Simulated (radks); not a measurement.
Question: Species: Lu4+. Configuration: [Xe] 4f12 5f1 (not the ground configuration). All-electron calculation, Dirac Kohn-Sham, BLYP, spin-unpolarised, spherical densities, finite nucleus; open shells fill j = l - 1/2 first; Fermi nuclear charge, rms radius 5.37 fm. Program: a radial shooting solver on a logarithmic mesh with Libxc functionals. Some entries of the table are withheld. Estimate them.

| orbital | occ. | eigenvalue (hartree) | <1/r> (bohr^-1) | <r> (bohr) |
|---|---|---|---|---|
| 1s1/2 | 2 | -2323.059 | 82.18 | 0.01932 |
| 2s1/2 | 2 | -397.1970 | 19.88 | 0.08125 |
| 2p1/2 | 2 | -379.2900 | 19.86 | 0.06740 |
| 2p3/2 | 4 | -338.2155 | 16.96 | 0.07502 |
| 3s1/2 | 2 | -91.89778 | 7.290 | 0.2122 |
| 3p1/2 | 2 | -83.96067 | 7.207 | 0.2020 |
| 3p3/2 | 4 | -75.20240 | 6.462 | 0.2162 |
| 3d3/2 | 4 | -61.69896 | 6.352 | 0.1899 |
| 3d5/2 | 6 | -59.78721 | 6.172 | 0.1943 |
| 4s1/2 | 2 | -20.19440 | 3.062 | 0.4768 |
| 4p1/2 | 2 | -16.95721 | 2.953 | 0.4835 |
| 4p3/2 | 4 | -14.94745 | 2.695 | 0.5157 |
| 4d3/2 | 4 | -9.61324 | 2.479 | 0.5368 |
| 4d5/2 | 6 | -9.24352 | 2.417 | 0.5480 |
| 5s1/2 | 2 | -4.24296 | 1.198 | 1.122 |
| 5p1/2 | 2 | -3.28130 | 1.083 | 1.226 |
| 5p3/2 | 4 | -2.97435 | 0.9980 | 1.312 |
| 4f5/2 | 6 | -2.66614 | 1.945 | 0.6522 |
| 4f7/2 | 6 | -2.60391 | 1.919 | 0.6614 |
| 5d3/2 | 0 | -1.67141 | 0.7542 | (1) |
| 5d5/2 | 0 | -1.63695 | 0.7378 | (2) |
| 6s1/2 | 0 | (3) | 0.5122 | 2.529 |
| 6p1/2 | 0 | -1.16840 | (4) | 2.846 |
| 6p3/2 | 0 | -1.10671 | (5) | 2.993 |
| 5f5/2 | 1 | -0.70751 | (6) | 3.280 |
| 5f7/2 | 0 | -0.70549 | (7) | 3.295 |
| 6f5/2 | 0 | (8) | (9) | 6.104 |
| 6f7/2 | 0 | (10) | (11) | 6.123 |

Answer: 
(1) 5d3/2 <r> (bohr): 1.700
(2) 5d5/2 <r> (bohr): 1.734
(3) 6s1/2 eigenvalue (hartree): -1.42676
(4) 6p1/2 <1/r> (bohr^-1): 0.4546
(5) 6p3/2 <1/r> (bohr^-1): 0.4309
(6) 5f5/2 <1/r> (bohr^-1): 0.3767
(7) 5f7/2 <1/r> (bohr^-1): 0.3755
(8) 6f5/2 eigenvalue (hartree): -0.41802
(9) 6f5/2 <1/r> (bohr^-1): 0.2255
(10) 6f7/2 eigenvalue (hartree): -0.41694
(11) 6f7/2 <1/r> (bohr^-1): 0.2249
